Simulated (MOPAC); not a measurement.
MOPAC input (PM7):

```
PM7 FORCE THERMO(298,298) PRECISE LET CHARGE=1 GEO-OK AUX(PRECISION=9) THREADS=1
CH3S

C    -1.00179224 1    0.14650295 1   -0.14645674 1
S     0.52821503 1   -0.02955869 1    0.04021319 1
H    -1.44716718 1    0.94229363 1   -0.77860865 1
H    -1.85354472 1   -0.41871670 1    0.26433791 1
H     0.69755043 1   -1.07310099 1    0.85561006 1
```

Output:

```
 *******************************************************************************
 **                                                                           **
 **                              MOPAC v23.2.5                                **
 **                                                                           **
 *******************************************************************************
 ** MOPAC's Digital Object Identifier: https://doi.org/10.5281/zenodo.6511958 **
 **                                                                           **
 ** Please cite the open-source release paper for use of this MOPAC version:  **
 ** J. E. Moussa and J. J. P. Stewart (2026)                                  **
 ** MOPAC: An open-source semiempirical molecular orbital program             **
 ** J. Open Source Softw., 11(119), 8025, https://doi.org/10.21105/joss.08025 **
 *******************************************************************************

                              PM7 CALCULATION RESULTS

 *******************************************************************************
 *  PM7        - The PM7 Hamiltonian to be used
 *  GEO-OK     - OVERRIDE INTERATOMIC DISTANCE AND OTHER SAFETY CHECKS
 *
 *
 *
 *                 CHARGE ON SYSTEM = +1
 *
 *
 *
 *  LET        - OVERRIDE SOME SAFETY CHECKS
 *  PRECISE    - TIGHTER CRITERIA TO BE USED
 *  FORCE      - FORCE CALCULATION SPECIFIED
 *  AUX        - OUTPUT AUXILIARY INFORMATION
 *  THERMO     - THERMODYNAMIC QUANTITIES TO BE CALCULATED
 *******************************************************************************
PM7 FORCE THERMO(298,298) PRECISE LET CHARGE=1 GEO-OK AUX(PRECISION=9) THREADS=1
 CH3S

   ATOM   CHEMICAL          X               Y               Z
  NUMBER   SYMBOL      (ANGSTROMS)     (ANGSTROMS)     (ANGSTROMS)

     1       C         -1.00179224  *   0.14650295  *  -0.14645674  *
     2       S          0.52821503  *  -0.02955869  *   0.04021319  *
     3       H         -1.44716718  *   0.94229363  *  -0.77860865  *
     4       H         -1.85354472  *  -0.41871670  *   0.26433791  *
     5       H          0.69755043  *  -1.07310099  *   0.85561006  *

          CARTESIAN COORDINATES

    NO.       ATOM           X           Y           Z

     1         C         -1.0018      0.1465     -0.1465
     2         S          0.5282     -0.0296      0.0402
     3         H         -1.4472      0.9423     -0.7786
     4         H         -1.8535     -0.4187      0.2643
     5         H          0.6976     -1.0731      0.8556

 General Reference for PM7:
 "Optimization of Parameters for Semiempirical Methods VI: More Modifications to the
 NDDO Approximations and Re-optimization of Parameters", J. J. P. Stewart, J. Mol. Mod., 1:32, 19 (2013)
 https://link.springer.com/article/10.1007/s00894-012-1667-x

           Empirical Formula: C H3 S  =     5 atoms

[...]
 TRANSITION DIPOLE   0.7956         C 1 -- H 4         +25.0% ( 64.9%)      5.5%
 TRAVEL (Ang.)       0.1417         C 1 -- H 3         +21.4% ( 60.1%)     83.4%
 REDUCED MASS        3.1853         S 2 -- H 5         +16.7% ( 53.2%)     34.5%
 EFFECTIVE MASS      9.7863
 FORCE CONSTANT      2.0883

 VIBRATION          5    2A"         ATOM PAIR     ENERGY CONTRIBUTION    RADIAL
 FREQUENCY          1073.93         C 1 -- H 4         +50.4% ( 68.9%)      0.0%
 TRANSITION DIPOLE   1.0690         C 1 -- H 3         +42.3% ( 63.1%)      0.0%
 TRAVEL (Ang.)       0.2451         C 1 -- S 2          +7.3% ( 26.1%)      0.0%
 REDUCED MASS        1.0450
 EFFECTIVE MASS      2.7706
 FORCE CONSTANT      0.7101

 VIBRATION          6    4A'         ATOM PAIR     ENERGY CONTRIBUTION    RADIAL
 FREQUENCY          1213.29         C 1 -- H 4         +52.5% ( 62.2%)      0.9%
 TRANSITION DIPOLE   0.5919         C 1 -- H 3         +45.2% ( 57.7%)      1.5%
 TRAVEL (Ang.)       0.3402         C 1 -- S 2          +2.0% ( 12.0%)     73.9%
 REDUCED MASS        0.4803         S 2 -- H 5          +0.3% (  4.7%)      3.0%
 EFFECTIVE MASS      1.3056
 FORCE CONSTANT      0.4166

 VIBRATION          7    5A'         ATOM PAIR     ENERGY CONTRIBUTION    RADIAL
 FREQUENCY          2493.29         S 2 -- H 5         +97.5% ( 99.0%)     99.8%
 TRANSITION DIPOLE   0.5950         C 1 -- H 3          +1.6% ( 12.7%)     99.7%
 TRAVEL (Ang.)       0.1700         C 1 -- H 4          +0.8% (  8.8%)     93.6%
 REDUCED MASS        0.9358         C 1 -- S 2          +0.1% (  3.8%)      9.7%
 EFFECTIVE MASS      1.3018
 FORCE CONSTANT      3.4275

 VIBRATION          8    6A'         ATOM PAIR     ENERGY CONTRIBUTION    RADIAL
 FREQUENCY          2550.43         C 1 -- H 3         +55.5% ( 77.1%)     98.2%
 TRANSITION DIPOLE   1.4986         C 1 -- H 4         +41.7% ( 66.8%)     96.5%
 TRAVEL (Ang.)       0.2305         S 2 -- H 5          +1.9% ( 14.3%)     99.3%
 REDUCED MASS        0.4974         C 1 -- S 2          +0.9% (  9.7%)      0.6%
 EFFECTIVE MASS      1.4850
 FORCE CONSTANT      1.9064

 VIBRATION          9    7A'         ATOM PAIR     ENERGY CONTRIBUTION    RADIAL
 FREQUENCY          2660.04         C 1 -- H 4         +57.8% ( 74.4%)     97.5%
 TRANSITION DIPOLE   1.5930         C 1 -- H 3         +41.5% ( 63.1%)     94.9%
 TRAVEL (Ang.)       0.2264         C 1 -- S 2          +0.7% (  8.3%)     99.8%
 REDUCED MASS        0.4948
 EFFECTIVE MASS      1.2850
 FORCE CONSTANT      2.0626

      SYMMETRY NUMBER FOR POINT-GROUP Cs  =  1

          SYSTEM IS A GROUND STATE

 CH3S

          MOLECULE IS NOT LINEAR

          THERE ARE  9 GENUINE VIBRATIONS IN THIS SYSTEM
          THIS THERMODYNAMICS CALCULATION IS LIMITED TO
          MOLECULES WHICH HAVE NO INTERNAL ROTATIONS

                    CALCULATED THERMODYNAMIC PROPERTIES
                                          *
   TEMP. (K)   PARTITION FUNCTION   H.O.F.    ENTHALPY  HEAT CAPACITY ENTROPY
                                   KCAL/MOL   CAL/MOLE    CAL/K/MOL  CAL/K/MOL

 298.00  VIB.     0.1075D+01                   180.2685     2.6211     0.7491
         ROT.     0.3993D+04                   888.2803     2.9808    19.4594
         INT.     0.4294D+04                  1068.5489     5.6019    20.2086
         TRA.     0.3125D+27                  1480.4672     4.9680    37.4712
         TOT.                      203.647    2549.0160    10.5700    57.6797

   *: NOTE: HEATS OF FORMATION ARE RELATIVE TO THE
            ELEMENTS IN THEIR STANDARD STATE AT 298K
              (=  Standard Enthalpy of Formation).

            Hvib:  Zero-point energy is not included.
                   frequencies of less than zero cm-1 are not included.
            Hrot = (3/2)RT
            Htra = (3/2)RT + pV = (5/2)RT

            Heat capacity is Cp, not Cv

          For more information, see: HTTP://OpenMOPAC.net/Manual/thermochemistry.html

           FORCE CONSTANT IN CARTESIAN COORDINATES (Millidynes/A)

    ATOM   CHEMICAL       X               Y               Z
   NUMBER   SYMBOL  FORCE CONSTANT  FORCE CONSTANT  FORCE CONSTANT

      1       C        7.614870        5.302303        2.065472
      2       S        6.284096        4.057293        0.443767
      3       H        1.600254        2.741910        0.335569
      4       H        2.024943        2.378490        0.350342
      5       H        0.806676        3.248583        0.171060

 **********************
 *                    *
 * JOB ENDED NORMALLY *
 *                    *
 **********************

 == MOPAC DONE ==
```

The dipole moment of an ion depends on the origin.
